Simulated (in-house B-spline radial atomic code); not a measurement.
Results of a calculation; reference values are marked as such.
**C6 from the polarisability at imaginary frequency: Pb III (Pb2+)**

BSE on G0W0@HF linear response of the closed shell [Xe] 4f14 5d10 6s2, from an all-electron radial atomic-structure program (B-spline basis); scalar-relativistic (spin-free one-electron X2C), finite nucleus, no spin-orbit coupling; shells from n = 4 respond.

The dispersion coefficient of two like species is C6 = (3/π) ∫ α(iu)² du from 0 to ∞.

```csv
u (hartree),α(iu) (bohr³)
0,13.57
0.156,12.44
0.364,9.444
0.624,6.634
1.04,4.335
1.56,2.956
2.34,1.907
3.64,1.092
5.2,0.6601
7.79,0.3607
13,0.1652
26,0.05618
```

(1) Fit one oscillator, α(iu) = α(0)/(1 + u²/ω²), through u = 1.56 and estimate C6.

(2) How does that compare with the full integral?

Results:

(1) From α(0)/α(iu) − 1 = 13.57/2.956 − 1 = 3.5907, ω = u/√3.5907 = 0.8233 hartree (22.4 eV). London's formula gives C6 = (3/4) α(0)² ω = 0.75 × 13.57² × 0.8233 = 113.7 hartree·bohr⁶, and the oscillator holds f = α(0) ω² = 9.20 electrons, of a sum of oscillator strengths of 61.9.

(2) The program's quadrature over all excitations gives C6 = 92.51, so the single oscillator is off by +22.9 %. At the last point the fit gives α = 0.0136 against 0.0562: higher excitations, and deeper shells where there are any, keep the true curve higher at large u.
